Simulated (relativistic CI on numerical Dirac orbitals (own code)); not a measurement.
## Spin-allowed bands of a d3 ion in an octahedral site, by hand

Problem. A d3 ion in an octahedral site has a 4A2 ground term and spin-allowed bands at ν1 = 13020 and ν2 = 17417 cm⁻¹ (from a computed ligand-field model). Find Δ and the Racah parameter B, and predict the third band.

Working.
1. The F term splits into A2 (−1.2Δ), T2 (−0.2Δ) and T1 (+0.6Δ), so ν1 = E(T2) − E(A2) = Δ = 13020 cm⁻¹.
2. T1(F) mixes with T1(P), which lies at 15B, through an element 0.4Δ. The two roots, counted from A2, are ν2,3 = ½(15B + 3Δ) ∓ ½√[(15B − Δ)² + 12BΔ].
3. Solving the lower root for B gives B = (2ν1² + ν2² − 3ν1ν2)/(15ν2 − 27ν1) = -37915331/-90285 = 420 cm⁻¹.
4. The sum of the roots is 15B + 3Δ, so ν3 = 15B + 3ν1 − ν2 = 27942 cm⁻¹ (358 nm).

Check. The bands were computed by exact diagonalisation of the d3 shell with B = 420 and Δ = 13020 cm⁻¹, which gives ν3 = 27943 cm⁻¹. C does not enter the terms of highest spin.
